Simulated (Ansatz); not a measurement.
A run on C$_{2}$H$_{7}$AlGeO (`[CH3][GeH]1[CH2][O][AlH]1`) with other settings.

```yaml
crystal:
  periodic: [false, false, false]
  atoms:
    - {symbol: C, position_ang: [-1.806798, 0.566196, -0.692538]}
    - {symbol: Ge, position_ang: [-0.060526, -0.327202, -0.672375]}
    - {symbol: C, position_ang: [0.600972, -0.845998, 1.167808]}
    - {symbol: O, position_ang: [1.829520, -0.125215, 1.311855]}
    - {symbol: Al, position_ang: [2.063240, 0.764962, -0.144879]}
    - {symbol: H, position_ang: [-2.596100, -0.151319, -0.462405]}
    - {symbol: H, position_ang: [-1.831952, 1.367666, 0.046423]}
    - {symbol: H, position_ang: [-2.002323, 0.992654, -1.677122]}
    - {symbol: H, position_ang: [-0.113111, -1.529029, -1.643993]}
    - {symbol: H, position_ang: [0.783365, -1.920849, 1.258225]}
    - {symbol: H, position_ang: [-0.103174, -0.548638, 1.951694]}
    - {symbol: H, position_ang: [3.313890, 1.701570, -0.408595]}
basis:
  gaussian: {orbitals: ANO-RCC-VTZP, fitting: {mean_field: def2-universal-jkfit}}
total_charge: 1
magnetization: {spin_polarized: true, initial_magnetization: 1}
hamiltonian: {xc: {name: PBE}, dispersion: d3bjatm}
output: {forces: true}
```

```sh
$ ansatz run in.yaml --threads 4 --pin off --events-out ev --progress --plain --max-ram 10444MiB
```

Output, abridged:

```
Functional definition: PBE
747 factors; integrals over basis functions are off by at most 9.9e-1 eV
mean field evaluation 1: about -67904.6464 eV, gradient 8.6e1 eV
mean field evaluation 2: about -67616.4919 eV, gradient 1.9e2 eV
mean field evaluation 4: about -67933.3610 eV, gradient 2.4e1 eV
mean field evaluation 8: about -67935.9012 eV, gradient 6.6e-1 eV
mean field evaluation 16: about -67935.9026 eV, gradient 1.5e-3 eV
mean field -67935.90262167 eV, -2496.5983727375 hartree, gradient 2.6e-5 eV, S^2 0.753856; 7 other end points of the search recorded, 0 dependent functions left out
reference -67935.90269345 eV, -2496.5983753754 hartree; 36, 35 occupied and 229, 230 virtual orbitals, 747 factors
Total energy: -67936.15662899 eV, -2496.6077073344 hartree
Relativity: scalar
Atom 0 at    -1.806798     0.566196    -0.692538 Å, force     0.501736     0.246712     0.183214 eV/Å
Atom 1 at    -0.060526    -0.327202    -0.672375 Å, force    -2.476219    -0.611695    -1.536504 eV/Å
Atom 2 at     0.600972    -0.845998     1.167808 Å, force     2.099020     0.729557     1.401543 eV/Å
Atom 3 at     1.829520    -0.125215     1.311855 Å, force    -0.372250    -0.521694     0.563860 eV/Å
Atom 4 at     2.063240     0.764962    -0.144879 Å, force     0.803566     0.127308     0.662457 eV/Å
Atom 5 at    -2.596100    -0.151319    -0.462405 Å, force    -0.089624    -0.313217    -0.003064 eV/Å
Atom 6 at    -1.831952     1.367666     0.046423 Å, force    -0.003513     0.126572     0.131281 eV/Å
Atom 7 at    -2.002323     0.992654    -1.677122 Å, force    -0.017293    -0.004133    -0.268929 eV/Å
Atom 8 at    -0.113111    -1.529029    -1.643993 Å, force     0.188811     0.104643    -0.000879 eV/Å
Atom 9 at     0.783365    -1.920849     1.258225 Å, force    -0.031953    -0.356216    -0.639241 eV/Å
Atom 10 at    -0.103174    -0.548638     1.951694 Å, force    -0.488501     0.404666    -0.235581 eV/Å
Atom 11 at     3.313890     1.701570    -0.408595 Å, force    -0.113781     0.067499    -0.258158 eV/Å
Dipole moment:     0.089728     0.248415    -0.212385 e Å
```

It took 24 s on 4 threads of an Arm Neoverse V2 on a shared host, with 0.8 GiB of host memory at the peak.
